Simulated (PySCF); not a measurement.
**Electron correlation in Pt⁺ (platinum, charge +1)**

[Xe] 4f14 5d8 6s1, high-spin 4F determinant (an excited configuration). Computed with PySCF 2.14 in x2c-TZVPPall (11s7p7d3f1g, 97 functions), with the spin-free X2C one-electron Hamiltonian (Gaussian nucleus). Frozen: [Xe] 4f14; 9 electrons correlated.

MP2 pair energies summed by pair of shells (mhartree):

```csv
pair,energy,share (%)
5d-5d,-185.04,81.8
5d-6s,-41.19,18.2
```

Total MP2 correlation energy: -226.23 mhartree.

Same-spin part -85.39 and opposite-spin part -140.84 mhartree; SCS-MP2 scales them by 1/3 and 6/5 to -197.47 mhartree.
